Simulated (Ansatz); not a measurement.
Z-matrix (Å, degrees):
```
Si
O 1 1.646
H 1 1.483 2 109.8
H 1 1.485 2 109.9 3 120.8
H 1 1.482 2 107.3 3 -119.7
Si 2 1.613 1 144.3 3 -71.2
O 6 1.613 2 111.4 1 -87.9
Br 6 2.225 2 108.6 1 31.7
H 6 1.468 2 109.6 1 150.8
Si 7 1.646 6 144.4 2 86.3
H 10 1.483 7 109.8 6 71.4
H 10 1.485 7 109.9 6 -49.4
H 10 1.482 7 107.3 6 -169.0
```

Total charge 0; spin multiplicity 1.

Task: List the ωB97M-V/def2-TZVPP orbital energies in eV (Ansatz). (An estimate is asked.)

Result: The calculation gave: Occupied: -13156.75, -1809.01, -1807.76, -1807.76, -1709.08, -1537.27, -1537.23, -1537.23, -526.60, -526.60, -241.94, -181.60, -181.44, -181.44, -149.82, -148.74, -148.74, -103.99, -103.95, -103.90, -102.90, -102.90, -102.84, -102.84, -102.84, -102.83, -74.98, -74.93, -74.93, -74.80, -74.80, -31.52, -30.90, -24.51, -19.99, -18.73, -16.55, -15.46, -15.27, -14.95, -14.08, -13.69, -13.61, -12.41, -11.76, -11.73, -11.44, -11.41, -10.95, -10.90. Lowest empty: 1.47, 2.00, 2.54, 2.81, 3.00, 3.06, 3.14, 3.34.
